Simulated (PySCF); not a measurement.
# Computed records: F$_{2}$OSi

Computed with PySCF 2.14.0. Calculation on a computer-drawn molecule: vertical ionisation energy to the stated ion spin, frozen-core CCSD(T) at the basis limit and cheaper methods, single-reference cases, UHF for radicals, no spin-orbit; all values are single points at the evaluated structure, the first of each entry, which is the reference or a displaced copy of it and isn't optimised; the reference structure only sets the zero of the energies above reference; triples share is (T) over the correlation energy.

Common to all runs: charge 0; multiplicity 1; ion multiplicity 2; diffuse functions no; basis cc-pV(n+d)Z; reference is the Hartree-Fock double-zeta minimum; best is HF at quadruple zeta + MP2 correlation extrapolated from triple and quadruple zeta + CCSD(T) minus MP2 at triple zeta; basis step is the size of the change from the same recipe one zeta lower.

```yaml
- entry: 1
  formula: F2OSi
  evaluated_structure:
    atoms_angstrom:
      - [O, -2.0277, -4.3545, 0.1104]
      - [Si, -2.1843, -2.9329, 0.1838]
      - [F, -2.7047, -2.0707, 1.7952]
      - [F, -2.1685, -1.7387, -0.8968]
  reference_structure:
    atoms_angstrom:
      - [O, -1.9902, -4.3461, -0.0287]
      - [Si, -2.234, -2.8965, 0.1329]
      - [F, -2.6118, -2.1229, 1.4473]
      - [F, -2.1743, -1.7797, -0.9705]
  given:
    drawn_bonds_atom: [1, 2, 2]
    drawn_bonds_other_atom: [2, 3, 4]
    drawn_bonds_order: [2, 1, 1]
  results:
    "ionisation_energy_best [eV]": 13.31
    "ionisation_energy_basis_step [eV]": 0.1344
    "energy_above_reference_best [kcal/mol]": 34.35
    "energy_above_reference_basis_step [kcal/mol]": 1.616
    triple_zeta_method: [HF, PBE, r2SCAN, B3LYP, wB97X, MP2, CCSD, "CCSD(T)"]
    "triple_zeta_ionisation_energy [eV]": [11.49, 12.66, 12.8, 13.0, 13.04, 13.37, 12.95, 13.04]
    "triple_zeta_energy_above_reference [kcal/mol]": [41.11, 28.07, 32.44, 31.64, 32.96, 33.56, 35.48, 34.13]
    "ionisation_energy_Koopmans_at_triple_zeta [eV]": 14.54
    "ionisation_energy_EOM_CCSD_at_triple_zeta [eV]": 13.17
    "total_energy_HF_triple_zeta [hartree]": -562.8617
    "total_energy_CCSD(T)_triple_zeta [hartree]": -563.7413
    "total_energy_best [hartree]": -563.9001
    T1_diagnostic_at_triple_zeta: 0.01723
    D1_diagnostic_at_triple_zeta: 0.05132
    ion_T1_diagnostic_at_triple_zeta: 0.02282
    ion_D1_diagnostic_at_triple_zeta: 0.1061
    ion_spin_squared_at_triple_zeta: 0.7578
    triples_share_at_triple_zeta: 0.03548
    basis_functions_triple_zeta: 129
    "dipole_magnitude_HF_at_triple_zeta [debye]": 2.138
    "dipole_magnitude_CCSD_unrelaxed_at_triple_zeta [debye]": 1.844
    "dipole_magnitude_PBE_at_triple_zeta [debye]": 1.705
    "dipole_magnitude_r2SCAN_at_triple_zeta [debye]": 1.8
    "dipole_magnitude_B3LYP_at_triple_zeta [debye]": 1.813
    "dipole_magnitude_wB97X_at_triple_zeta [debye]": 1.907
- entry: 2
  formula: F2OSi
  evaluated_structure:
    atoms_angstrom:
      - [O, -1.9772, -4.3365, -0.0244]
      - [Si, -2.2338, -2.8994, 0.1288]
      - [F, -2.5915, -2.1277, 1.4638]
      - [F, -2.1563, -1.7785, -0.9823]
  reference_structure:
    atoms_angstrom:
      - [O, -1.9902, -4.3461, -0.0287]
      - [Si, -2.234, -2.8965, 0.1329]
      - [F, -2.6118, -2.1229, 1.4473]
      - [F, -2.1743, -1.7797, -0.9705]
  given:
    drawn_bonds_atom: [1, 2, 2]
    drawn_bonds_other_atom: [2, 3, 4]
    drawn_bonds_order: [2, 1, 1]
  results:
    "ionisation_energy_best [eV]": 12.58
    "ionisation_energy_basis_step [eV]": 0.09423
    "energy_above_reference_best [kcal/mol]": 0.8433
    "energy_above_reference_basis_step [kcal/mol]": 0.06958
    triple_zeta_method: [HF, PBE, r2SCAN, B3LYP, wB97X, MP2, CCSD, "CCSD(T)"]
    "triple_zeta_ionisation_energy [eV]": [10.63, 12.27, 12.23, 12.36, 12.29, 12.6, 12.2, 12.31]
    "triple_zeta_energy_above_reference [kcal/mol]": [0.814, 0.6024, 0.7285, 0.6506, 0.6425, 0.8455, 0.8122, 0.8233]
    "ionisation_energy_Koopmans_at_triple_zeta [eV]": 13.65
    "ionisation_energy_EOM_CCSD_at_triple_zeta [eV]": 12.38
    "total_energy_HF_triple_zeta [hartree]": -562.9260
    "total_energy_CCSD(T)_triple_zeta [hartree]": -563.7944
    "total_energy_best [hartree]": -563.9535
    T1_diagnostic_at_triple_zeta: 0.0154
    D1_diagnostic_at_triple_zeta: 0.04687
    ion_T1_diagnostic_at_triple_zeta: 0.01639
    ion_D1_diagnostic_at_triple_zeta: 0.06001
    ion_spin_squared_at_triple_zeta: 0.756
    triples_share_at_triple_zeta: 0.03343
    basis_functions_triple_zeta: 129
    "dipole_magnitude_HF_at_triple_zeta [debye]": 2.486
    "dipole_magnitude_CCSD_unrelaxed_at_triple_zeta [debye]": 2.161
    "dipole_magnitude_PBE_at_triple_zeta [debye]": 2.026
    "dipole_magnitude_r2SCAN_at_triple_zeta [debye]": 2.132
    "dipole_magnitude_B3LYP_at_triple_zeta [debye]": 2.137
    "dipole_magnitude_wB97X_at_triple_zeta [debye]": 2.248
- entry: 3
  formula: F2OSi
  evaluated_structure:
    atoms_angstrom:
      - [O, -2.0592, -4.297, 0.0575]
      - [Si, -2.3511, -2.8737, 0.1303]
      - [F, -2.6427, -2.0745, 1.525]
      - [F, -2.047, -1.7959, -0.8958]
  reference_structure:
    atoms_angstrom:
      - [O, -1.9902, -4.3461, -0.0287]
      - [Si, -2.234, -2.8965, 0.1329]
      - [F, -2.6118, -2.1229, 1.4473]
      - [F, -2.1743, -1.7797, -0.9705]
  given:
    drawn_bonds_atom: [1, 2, 2]
    drawn_bonds_other_atom: [2, 3, 4]
    drawn_bonds_order: [2, 1, 1]
  results:
    "ionisation_energy_best [eV]": 12.6
    "ionisation_energy_basis_step [eV]": 0.09509
    "energy_above_reference_best [kcal/mol]": 6.4
    "energy_above_reference_basis_step [kcal/mol]": 0.1046
    triple_zeta_method: [HF, PBE, r2SCAN, B3LYP, wB97X, MP2, CCSD, "CCSD(T)"]
    "triple_zeta_ionisation_energy [eV]": [10.65, 12.27, 12.24, 12.37, 12.31, 12.61, 12.21, 12.33]
    "triple_zeta_energy_above_reference [kcal/mol]": [5.732, 6.429, 6.197, 6.142, 6.089, 6.723, 6.369, 6.499]
    "ionisation_energy_Koopmans_at_triple_zeta [eV]": 13.67
    "ionisation_energy_EOM_CCSD_at_triple_zeta [eV]": 12.39
    "total_energy_HF_triple_zeta [hartree]": -562.9181
    "total_energy_CCSD(T)_triple_zeta [hartree]": -563.7853
    "total_energy_best [hartree]": -563.9447
    T1_diagnostic_at_triple_zeta: 0.01543
    D1_diagnostic_at_triple_zeta: 0.04952
    ion_T1_diagnostic_at_triple_zeta: 0.01665
    ion_D1_diagnostic_at_triple_zeta: 0.06386
    ion_spin_squared_at_triple_zeta: 0.756
    triples_share_at_triple_zeta: 0.03326
    basis_functions_triple_zeta: 129
    "dipole_magnitude_HF_at_triple_zeta [debye]": 2.773
    "dipole_magnitude_CCSD_unrelaxed_at_triple_zeta [debye]": 2.396
    "dipole_magnitude_PBE_at_triple_zeta [debye]": 2.225
    "dipole_magnitude_r2SCAN_at_triple_zeta [debye]": 2.345
    "dipole_magnitude_B3LYP_at_triple_zeta [debye]": 2.359
    "dipole_magnitude_wB97X_at_triple_zeta [debye]": 2.481
- entry: 4
  formula: F2OSi
  evaluated_structure:
    atoms_angstrom:
      - [O, -2.0089, -4.345, -0.1605]
      - [Si, -2.2492, -2.968, 0.0672]
      - [F, -2.7022, -2.0177, 1.3534]
      - [F, -2.2468, -1.7426, -1.0475]
  reference_structure:
    atoms_angstrom:
      - [O, -1.9902, -4.3461, -0.0287]
      - [Si, -2.234, -2.8965, 0.1329]
      - [F, -2.6118, -2.1229, 1.4473]
      - [F, -2.1743, -1.7797, -0.9705]
  given:
    drawn_bonds_atom: [1, 2, 2]
    drawn_bonds_other_atom: [2, 3, 4]
    drawn_bonds_order: [2, 1, 1]
  results:
    "ionisation_energy_best [eV]": 13.36
    "ionisation_energy_basis_step [eV]": 0.1065
    "energy_above_reference_best [kcal/mol]": 14.9
    "energy_above_reference_basis_step [kcal/mol]": 0.7975
    triple_zeta_method: [HF, PBE, r2SCAN, B3LYP, wB97X, MP2, CCSD, "CCSD(T)"]
    "triple_zeta_ionisation_energy [eV]": [11.51, 12.8, 12.91, 13.09, 13.08, 13.39, 13.0, 13.1]
    "triple_zeta_energy_above_reference [kcal/mol]": [16.27, 12.47, 13.95, 13.44, 13.57, 14.67, 14.95, 14.71]
    "ionisation_energy_Koopmans_at_triple_zeta [eV]": 14.5
    "ionisation_energy_EOM_CCSD_at_triple_zeta [eV]": 13.2
    "total_energy_HF_triple_zeta [hartree]": -562.9013
    "total_energy_CCSD(T)_triple_zeta [hartree]": -563.7723
    "total_energy_best [hartree]": -563.9311
    T1_diagnostic_at_triple_zeta: 0.01567
    D1_diagnostic_at_triple_zeta: 0.04671
    ion_T1_diagnostic_at_triple_zeta: 0.01945
    ion_D1_diagnostic_at_triple_zeta: 0.08501
    ion_spin_squared_at_triple_zeta: 0.7557
    triples_share_at_triple_zeta: 0.03379
    basis_functions_triple_zeta: 129
    "dipole_magnitude_HF_at_triple_zeta [debye]": 1.353
    "dipole_magnitude_CCSD_unrelaxed_at_triple_zeta [debye]": 1.166
    "dipole_magnitude_PBE_at_triple_zeta [debye]": 1.109
    "dipole_magnitude_r2SCAN_at_triple_zeta [debye]": 1.166
    "dipole_magnitude_B3LYP_at_triple_zeta [debye]": 1.161
    "dipole_magnitude_wB97X_at_triple_zeta [debye]": 1.242
- entry: 5
  formula: F2OSi
  evaluated_structure:
    atoms_angstrom:
      - [O, -2.0089, -4.345, -0.1605]
      - [Si, -2.2258, -3.1022, 0.045]
      - [F, -2.6788, -2.1519, 1.3312]
      - [F, -2.2234, -1.8768, -1.0697]
  reference_structure:
    atoms_angstrom:
      - [O, -1.9902, -4.3461, -0.0287]
      - [Si, -2.234, -2.8965, 0.1329]
      - [F, -2.6118, -2.1229, 1.4473]
      - [F, -2.1743, -1.7797, -0.9705]
  given:
    drawn_bonds_atom: [1, 2, 2]
    drawn_bonds_other_atom: [2, 3, 4]
    drawn_bonds_order: [2, 1, 1]
  results: {}
```

## Withheld values
1. Estimate the total energy HF triple zeta of F$_{2}$OSi (entry 5).
2. Give the table of triple zeta values for F$_{2}$OSi (entry 5).

Answers
1. -562.8328 hartree
2. 
Triple zeta:
```tsv
method	ionisation energy (eV)	energy above reference (kcal/mol)
HF	12.65	59.28
PBE	13.27	64.59
r2SCAN	13.53	63.54
B3LYP	13.8	62.42
wB97X	13.98	61.43
MP2	14.3	66.31
CCSD	13.97	64.12
CCSD(T)	14.01	65.23
```

Further results for F$_{2}$OSi (entry 5):

* ionisation energy best: 14.27 eV
* ionisation energy basis step: 0.1219 eV
* energy above reference best: 64.87 kcal/mol
* energy above reference basis step: 0.05919 kcal/mol
* ionisation energy Koopmans at triple zeta: 15.46 eV
* ionisation energy EOM CCSD at triple zeta: 14.1 eV
* total energy CCSD(T) triple zeta: -563.6918 hartree
* total energy best: -563.8515 hartree
* T1 diagnostic at triple zeta: 0.01417
* D1 diagnostic at triple zeta: 0.04094
* ion T1 diagnostic at triple zeta: 0.02614
* ion D1 diagnostic at triple zeta: 0.1497
* ion spin squared at triple zeta: 0.7553
* triples share at triple zeta: 0.03176
* basis functions triple zeta: 129
* dipole magnitude HF at triple zeta: 0.8541 debye
* dipole magnitude CCSD unrelaxed at triple zeta: 0.8344 debye
* dipole magnitude PBE at triple zeta: 0.8043 debye
* dipole magnitude r2SCAN at triple zeta: 0.8301 debye
* dipole magnitude B3LYP at triple zeta: 0.8119 debye
* dipole magnitude wB97X at triple zeta: 0.8564 debye
